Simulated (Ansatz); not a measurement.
```xyz
13

C    -1.504    1.307    0.536
O    -0.122    1.062    0.669
C     0.239   -0.257    0.480
N     0.269   -0.663   -0.998
Al    1.990   -0.995    0.002
H    -1.861    1.096   -0.481
H    -2.080    0.697    1.242
H    -1.672    2.362    0.752
H    -0.454   -0.950    0.973
H    -0.482   -1.253   -1.330
H     0.347    0.159   -1.586
H     3.100   -0.040   -0.611
H     2.229   -2.525    0.352
```

Charge 0, multiplicity 1. The bonds changed during the relaxation, so this is another structure than the one it started from.

List the ωB97M-V/def2-TZVPP orbital energies in eV (Ansatz). (Best estimate.)

Computed: Occupied: -1531.06, -526.45, -395.65, -282.86, -282.71, -115.69, -75.32, -75.20, -75.18, -32.18, -28.18, -22.70, -20.27, -17.85, -17.00, -15.70, -15.61, -14.25, -13.64, -12.07, -11.59, -10.30, -10.13, -9.06. Lowest empty: 1.45, 2.14, 2.88, 3.13, 3.49, 3.68, 4.07, 4.26.
